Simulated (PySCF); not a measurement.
GeH7NOSi, SMILES N[SiH2][O][GeH3].

Geometry optimised at PBE0-D3(BJ)/def2-SVP. The structure was generated by enumeration, and PubChem lists no compound with its InChIKey, so it may never have been made. One conformer was computed; it need not be the lowest.

Method: PBE0/def2-TZVP in PySCF.

| Property | Result |
|---|---|
| total energy | -2500.30033 hartree |
| highest occupied level | -7.73 eV |
| lowest empty level | 0.26 eV |
| orbital gap | 7.98 eV |
| dipole moment | 0.94 D |
| quadrupole, principal values (traceless, Buckingham form, about the centre of nuclear charge) | -7.23, -0.36, 7.59 D·Å |
| mean static polarisability | 66.0 bohr³ (9.78 Å³) |
| polarisability, principal values | 60.6, 60.9, 76.6 bohr³ |
